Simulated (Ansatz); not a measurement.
`CC(=N)BCl` → B• + 2 C• + Cl• + 5 H• + N•  (atomization)

Gas-phase electronic energies from Ansatz, PBE0-D4/def2-TZVP geometries. CCSD(T)/CBS is the MP2 limit (def2-TZVPP, def2-QZVPP) plus CCSD(T) − MP2 in def2-TZVPP, frozen cores. This one scheme is used for every species, atoms too. DFT in def2-TZVPP. B3LYP here is the variant with VWN-RPA as its local correlation; programs differ in this. HSE06 is defined as in plane-wave codes. Open shells (•) are unrestricted, without spin–orbit coupling. Spin–orbit coupling would lower the free atoms: a little for B, C, Cl. Each species was taken in one conformer, which may not be the lowest.

**Question.** What is ΔE at CCSD(T)/CBS? (Estimate.)

**Answer.** Ansatz gave: +40.05 eV.

**Question.** What do these levels give: LDA (SPW92), r2SCAN-D4, PBE0-D4, B3LYP-D4, HSE06-D4, r2SCAN0, HSE06, LC-ωPBE, CCSD(T)/def2-SVP, SCS-MP2/def2-TZVPP, HF/def2-QZVPP, SCS-MP2/def2-QZVPP? (Estimate.)

**Answer.** Computed: LDA (SPW92) 46.22, r2SCAN-D4 40.37, PBE0-D4 40.60, B3LYP-D4 40.34, HSE06-D4 40.63, r2SCAN0 39.65, HSE06 40.47, LC-ωPBE 40.14, CCSD(T)/def2-SVP 38.27, SCS-MP2/def2-TZVPP 39.62, HF/def2-QZVPP 29.30, SCS-MP2/def2-QZVPP 40.29 eV.

Largest T1 diagnostic among the species: 0.014.

From BLYP to BHLYP (50 % exact exchange), in def2-TZVPP and without D4, ΔE moves by −1.09 eV: exact exchange takes away binding that semilocal exchange gives to molecules. In def2-TZVPP, CCSD(T) changes the Hartree–Fock value by +9.78 eV (the triples alone add +0.69 eV) and MP2 by +10.60 eV; breaking electron pairs costs correlation energy, which Hartree–Fock lacks.

For atomizations the MP2-based limit and the directly extrapolated one differ by several kJ/mol either way, and by 10 to 25 for some Ge, Se and Sn compounds, so smaller differences from it don't rank the levels.
